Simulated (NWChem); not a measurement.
System: trifluoroacetic acid (C₂HF₃O₂); SMILES O=C(O)C(F)(F)F

NWChem printed, in part:

```
             Northwest Computational Chemistry Package (NWChem) 7.3.0
             --------------------------------------------------------

 C1  symmetry detected

                             Geometry "geometry" -> ""
                             -------------------------

 Output coordinates in angstroms (scale by  1.889725989 to convert to a.u.)

  No.       Tag          Charge          X              Y              Z
 ---- ---------------- ---------- -------------- -------------- --------------
    1 O                    8.0000    -1.08217577    -1.48043529     0.00040807
    2 C                    6.0000     0.12685045    -0.93674068     0.00098014
    3 O                    8.0000     1.16532065    -1.52534926     0.00046746
    4 C                    6.0000     0.01738885     0.59976835     0.00029306
    5 F                    9.0000    -0.65637712     1.01383442     1.06958107
    6 F                    9.0000     1.22006134     1.14121166     0.01696202
    7 F                    9.0000    -0.62600226     1.01300464    -1.08809602
    8 H                    1.0000    -0.96973246    -2.44434614    -0.00066700

 Effective nuclear repulsion energy (a.u.)     338.4964821651

                                 NWChem DFT Module
                                 -----------------

 Summary of "ao basis" -> "ao basis" (spherical)
 ------------------------------------------------------------------------------
       Tag                 Description            Shells   Functions and Types
 ---------------- ------------------------------  ------  ---------------------
 O                          cc-pvdz                  6       14   3s2p1d
 C                          cc-pvdz                  6       14   3s2p1d
 F                          cc-pvdz                  6       14   3s2p1d
 H                          cc-pvdz                  3        5   2s1p

            General Information
            -------------------
          SCF calculation type: DFT
          Wavefunction type:  closed shell.
          No. of atoms     :     8
          No. of electrons :    56
           Alpha electrons :    28
            Beta electrons :    28
          Charge           :     0
          Spin multiplicity:     1
          Use of symmetry is: off; symmetry adaption is: off
          Maximum number of iterations: 150
          AO basis - number of functions:   103
                     number of shells:    45
          Convergence on energy requested:  1.00D-06
          Convergence on density requested:  1.00D-05
          Convergence on gradient requested:  5.00D-04

              XC Information
              --------------
                         PBE0 Method XC Functional
                     Hartree-Fock (Exact) Exchange  0.250
          PerdewBurkeErnzerhof Exchange Functional  0.750
            Perdew 1991 LDA Correlation Functional  1.000 local
           PerdewBurkeErnz. Correlation Functional  1.000 non-local

             Grid Information
             ----------------
          Grid used for XC integration:  medium
          Radial quadrature: Mura-Knowles
          Angular quadrature: Lebedev.
          Tag              B.-S. Rad. Rad. Pts. Rad. Cut. Ang. Pts.
          ---              ---------- --------- --------- ---------
          O                   0.60       49           8.0       434
          C                   0.70       49          10.0       434
          F                   0.50       49          11.0       434
          H                   0.35       45           9.0       434
          Grid pruning is: on
          Number of quadrature shells:   388
          Spatial weights used:  Erf1

      Superposition of Atomic Density Guess
      -------------------------------------

 Sum of atomic energies:        -523.51051198

      Non-variational initial energy
      ------------------------------

 Total energy =    -525.969625
 1-e energy   =   -1399.786524
 2-e energy   =     535.320417
 HOMO         =      -0.359670
 LUMO         =       0.033696

     ---------------------------------------------
      Total Density - Mulliken Population Analysis
     ---------------------------------------------

    Atom       Charge   Shell Charges
 -----------   ------   -------------------------------------------------------
    1 O    8     8.42   2.00  0.87  0.84  2.95  1.76  0.01
    2 C    6     5.27   2.00  0.70  0.41  1.49  0.46  0.20
    3 O    8     8.73   2.00  0.89  0.90  3.07  1.85  0.01
    4 C    6     4.71   2.00  0.65  0.20  1.27  0.35  0.23
    5 F    9     9.40   2.00  0.91  0.99  3.45  2.05  0.00
    6 F    9     9.38   2.00  0.91  0.98  3.45  2.04  0.00
    7 F    9     9.40   2.00  0.91  0.99  3.45  2.05  0.00
    8 H    1     0.71   0.54  0.10  0.07

   convergence    iter        energy       DeltaE   RMS-Dens  Diis-err
 ---------------- ----- ----------------- --------- --------- ---------
 d= 0,ls=0.0,diis     1   -526.0265675711 -8.65D+02  2.12D-02  2.71D+00
 d= 0,ls=0.0,diis     2   -525.5295645858  4.97D-01  1.38D-02  8.73D+00
 d= 0,ls=0.0,diis     3   -526.2914913591 -7.62D-01  3.26D-03  2.14D-01
 d= 0,ls=0.0,diis     4   -526.3050059384 -1.35D-02  1.27D-03  7.50D-02
 d= 0,ls=0.0,diis     5   -526.3118599190 -6.85D-03  1.82D-04  1.59D-03
  Resetting Diis
 d= 0,ls=0.0,diis     6   -526.3119841053 -1.24D-04  4.10D-05  5.68D-05
 d= 0,ls=0.0,diis     7   -526.3119889569 -4.85D-06  2.83D-05  7.45D-06
 d= 0,ls=0.0,diis     8   -526.3119882360  7.21D-07  1.73D-05  1.57D-05
 d= 0,ls=0.0,diis     9   -526.3119895868 -1.35D-06  2.88D-06  3.58D-07
 d= 0,ls=0.0,diis    10   -526.3119896187 -3.18D-08  6.56D-07  6.21D-09

         Total DFT energy =     -526.311989618656
      One electron energy =    -1400.603330261300
           Coulomb energy =      595.156416177669
    Exchange-Corr. energy =      -59.361557700087
 Nuclear repulsion energy =      338.496482165061

 Numeric. integr. density =       55.999998668749

[...]
```

Level: PBE0/cc-pVDZ. Coordinates come from a PBE0/def2-SVP optimisation.

Q: Reconstruct the input file.

A: Several could match; the one computed here: the input that was run:
```
start job
memory heap 200 mb stack 900 mb global 1100 mb
geometry units angstroms noautoz
  O     -1.102602    -1.474466     0.000299
  C      0.111537    -0.942287     0.001041
  O      1.144366    -1.540739     0.000660
  C      0.016684     0.595193     0.000360
  F     -0.653260     1.015631     1.069563
  F      1.224446     1.125181     0.017198
  F     -0.622604     1.014539    -1.088110
  H     -0.999325    -2.439402    -0.000774
end
basis spherical
  * library cc-pvdz
end
dft
  xc pbe0
  iterations 150
  mulliken
end
task dft energy
```
